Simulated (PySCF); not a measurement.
Species: (Cl2In-mu-OH)2.
Bonds: In1–Cl2, In1–Cl3, In1–O4, In1–O8, O4–In5, In5–Cl6, In5–Cl7, In5–O8. Hydrogens: H9 on O4; H10 on O8.

Computed, not measured: PySCF, PBE0-D3(BJ)/def2-SVP geometry optimisation, gas phase, def2 core potentials past Kr.

**Question.** How far are the bound atoms from In1?

**Answer.** 4 atoms: O4 2.132 Å, O8 2.135 Å, Cl3 2.317 Å, Cl2 2.327 Å. The nearest atom not counted as bound is H10, at 2.73 Å.

**Question.** List the angles at In1.

**Answer.** 
```tsv
angle	degrees	distance of the outer atoms (Å)
Cl2–In1–Cl3	127.3	4.16
Cl3–In1–O8	110.3	3.65
Cl2–In1–O4	110.1	3.66
Cl3–In1–O4	110.0	3.65
Cl2–In1–O8	109.5	3.65
O4–In1–O8	79.3	2.72
```

**Question.** Describe the arrangement about In1 in numbers.

**Answer.** Angles from 79.3° to 127.3°; τ4 = (360° − α − β)/141° = 0.87 with α and β the two widest (0 for a square, 1 for a tetrahedron).

**Question.** What are the other bond lengths?

**Answer.** O4–H9, O8–H10 0.965 Å.

**Question.** Give some angles away from the centre.

**Answer.** In1–O4–In5 100.8°, O4–In5–Cl6 111.0°.

**Question.** What are the rotational constants (commonest isotopes, rigid rotor)?

**Answer.** A = 749.7, B = 299.4, C = 227.0 MHz: an asymmetric top.

Charge 0, singlet. PBE0-D3(BJ)/def2-SVP frequencies: not computed here.

One conformer stands for the species.
